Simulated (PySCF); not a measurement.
Arsenic: a sound run and one with changed settings

Sound run: As [Ar] 3d10 4s2 4p3, As⁺ [Ar] 3d10 4s2 4p2. Calculation: PySCF 2.14, in cc-pVDZ-PP with ECP10MDF (4s3p2d, 23 functions); scalar relativity through the core potential. The sound run starts from symmetry-adapted Hartree-Fock orbitals and uses a fine grid where one is needed.

Changed run: initial guess minao, at most 5 SCF cycles. This setting is unsound on purpose.

| species | method | sound run (hartree) | changed run (hartree) | converged |
| --- | --- | --- | --- | --- |
| As | UHF | -331.19735 | -331.19735 | no |
| As | PBE0 | -332.37140 | -332.37140 | no |
| As | TPSS | -332.32476 | -332.32476 | no |
| As⁺ | UHF | -330.85076 | -330.85076 | no |
| As⁺ | PBE0 | -332.00730 | -332.00730 | no |
| As⁺ | TPSS | -331.96286 | -331.96286 | no |

The SCF was stopped early; the energies are upper bounds that still move, and correlated levels were skipped or rest on poor orbitals.
